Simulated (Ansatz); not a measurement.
Mulliken charges of CdH$_{5}$NOSi (`[NH2][Cd][O][SiH3]`) from ωB97M-V/def2-TZVPP in Ansatz (PBE0-D4/def2-TZVP geometry).

```
atom   x (Å)   y (Å)   z (Å)  charge (e)
  N1  -0.652   2.678  -1.236      -0.544
 Cd2   0.132   0.966  -0.570       0.818
  O3   0.833  -0.729   0.121      -0.647
 Si4   0.252  -1.968   0.990       0.349
  H5  -0.132   3.480  -0.897       0.116
  H6  -0.624   2.729  -2.249       0.116
  H7  -0.878  -2.661   0.299      -0.074
  H8   1.333  -2.966   1.219      -0.058
  H9  -0.264  -1.531   2.323      -0.074
```

By hand: the dipole of these point charges (1 e Å = 4.8032 D).

Σ q r = (-0.069, 0.321, -0.156) e Å, of length 0.364 e Å = 1.75 D.

How does the dipole of the full density compare? (Best estimate.)

Computed: (0.091, 0.474, -0.296) e Å, 2.72 D; the point charges give 0.64 times that, at 21° from its direction.

Point charges leave out the atoms' own dipoles, such as those of lone pairs, and Mulliken's split depends on the basis, so the two needn't agree.
